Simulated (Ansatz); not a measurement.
Basis sets compared for VOF₃. Charge 0, multiplicity 1. Geometry PBE0-D4/def2-SVP. Ansatz on 4 threads of Arm Neoverse V1 on a shared host; times are rough, and most runs start from earlier orbitals.

```xyz
5

V     0.0100    0.0070   -0.0069
O     1.1036    0.7701   -0.7610
F     0.5526   -1.5808    0.2580
F    -1.3957    0.0068   -0.9606
F    -0.2705    0.7969    1.4705
```

Binding counts from free atoms (V quartet, O triplet, F doublet) in the same basis, without a counterpoise term.

```json
{"level": "PBE-D4/def2-SVP", "functions": "87", "energy (Eh)": "-1318.0118", "HOMO (eV)": "-9.32", "LUMO (eV)": "-4.56", "binding per atom (eV)": "–", "wall time": "0.75 s"}
{"level": "PBE0-D4/def2-SVP", "functions": "87", "energy (Eh)": "-1317.9547", "HOMO (eV)": "-11.38", "LUMO (eV)": "-3.98", "binding per atom (eV)": "4.51", "wall time": "1.1 s"}
```

Task: Estimate the rows for PBE-D4/def2-TZVP, PBE0-D4/def2-TZVP (with forces).

Result: 
```
                          level  functions  energy (Eh)  HOMO (eV)  LUMO (eV)  binding per atom (eV)  wall time
               PBE-D4/def2-TZVP        169   -1318.6028      -9.57      -4.76                      –      1.2 s
PBE0-D4/def2-TZVP (with forces)        169   -1318.5487     -11.46      -3.94                      –      2.4 s
```
